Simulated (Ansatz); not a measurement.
tert-butyl chloride (C$_{4}$H$_{9}$Cl), singlet, geometry from GFN2-xTB. Base run: B3LYP/def2-SV(P) in Ansatz (a first-principles code).

Ansatz was given this input:
Ansatz 0.2 input:
```yaml
crystal:
  periodic: [false, false, false]
  atoms:
    - {symbol: C, position_ang: [-0.36790244, 1.46695451, -0.68433856]}
    - {symbol: C, position_ang: [-0.03401853, 0.02110744, -0.34773461]}
    - {symbol: C, position_ang: [1.29307953, -0.40182429, -0.96026537]}
    - {symbol: C, position_ang: [-1.15961046, -0.91967164, -0.75175438]}
    - {symbol: Cl, position_ang: [0.14210822, -0.08817371, 1.45261835]}
    - {symbol: H, position_ang: [-0.48214563, 1.57440656, -1.76130522]}
    - {symbol: H, position_ang: [-1.29575694, 1.76770098, -0.20375897]}
    - {symbol: H, position_ang: [0.42549780, 2.13111715, -0.35008832]}
    - {symbol: H, position_ang: [2.09465859, 0.25313630, -0.62737382]}
    - {symbol: H, position_ang: [1.53905181, -1.42175600, -0.67468506]}
    - {symbol: H, position_ang: [1.22787094, -0.34954132, -2.04537780]}
    - {symbol: H, position_ang: [-1.29722604, -0.88267629, -1.83071125]}
    - {symbol: H, position_ang: [-2.09136341, -0.63067715, -0.27150675]}
    - {symbol: H, position_ang: [-0.92571546, -1.94215328, -0.46514734]}
basis:
  gaussian:
    orbitals: def2-SV_P_.json
hamiltonian:
  xc: b3lyp
```
The basis file holds def2-SV(P) in the JSON format of the Basis Set Exchange.

Each row names what was changed in the base input (with any setting that the change needs).

```json
[
 {"change": "base", "ΔE vs base (kcal/mol)": "0.000"},
 {"change": "point_charge = charge:0.5 position_ang:4.2727, -1.3483, -3.1278", "ΔE vs base (kcal/mol)": "0.325"},
 {"change": "lower_state_search = light", "ΔE vs base (kcal/mol)": "0.000"},
 {"change": "nuclear_model = gaussian", "ΔE vs base (kcal/mol)": "___"},
 {"change": "point_charge = charge:-1.0 position_ang:-4.5961, 0.9755, -2.9958", "ΔE vs base (kcal/mol)": "-4.09"},
 {"change": "final_grid = 14, 28, 59", "ΔE vs base (kcal/mol)": "-0.001"},
 {"change": "lower_state_search = off", "ΔE vs base (kcal/mol)": "0.000"},
 {"change": "fitting.mean_field = def2-universal-JKFIT", "ΔE vs base (kcal/mol)": "-0.039"},
 {"change": "point_charge = charge:1.0 position_ang:-2.4404, 4.5137, 0.3754", "ΔE vs base (kcal/mol)": "-2.14"},
 {"change": "fitting.mean_field = cc-pVTZ-JKFIT", "ΔE vs base (kcal/mol)": "-0.056"},
 {"change": "final_grid = 10, 20, 41", "ΔE vs base (kcal/mol)": "0.000"}
]
```

Question: Complete the blanks.

Answer: 
- nuclear_model = gaussian, ΔE vs base (kcal/mol): 0.262
